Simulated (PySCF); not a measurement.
# H2TcO at several levels of theory

All levels use the PBE0 minimum (doublet; Tc–H 1.662 Å (×2), Tc–O 1.614 Å; H–Tc–H 125.3°, H–Tc–O 117.4° (×2)), basis [Tc def2-TZVP with ECP28, O def2-TZVP, H def2-TZVP], scalar-relativistic core potentials, density fitting, no spin–orbit coupling, PySCF. For vertical energies the ionised species is a triplet (spins chosen at PBE0 and kept) and the electron-attached one a triplet. Atomisation goes to high-spin ground-configuration atoms, without zero-point energy. Open shells are unrestricted, also as the reference of the correlated levels. A dash marks a value that was not computed or is not defined at that level.

```
 level  atomisation (kJ/mol)  vertical IP (eV)  vertical EA (eV)  −ε(HOMO) (eV)  dipole (D)
  PBE0                  1044              9.17              1.41           6.99        1.16
    HF                   310              7.82              1.19          10.89        1.34
   MP2                  1002             10.33              1.25              –           –
   PBE                     ?                 ?                 ?              ?           ?
r2SCAN                     ?                 –                 –              ?           ?
```

(1) Fill in the row of r2SCAN.

(2) Fill in the row of PBE.

Answers

(1) atomisation (kJ/mol) 1100, −ε(HOMO) (eV) 5.60, dipole (D) 1.07.

(2) atomisation (kJ/mol) 1189, vertical IP (eV) 9.06, vertical EA (eV) 1.26, −ε(HOMO) (eV) 5.28, dipole (D) 0.92.

Spin contamination in at least one species weakens the values at: HF, MP2.

Without diffuse functions attachment energies tend to come out too low.

Open d and f shells are described by one determinant, and the ground state may have another occupation or spin.
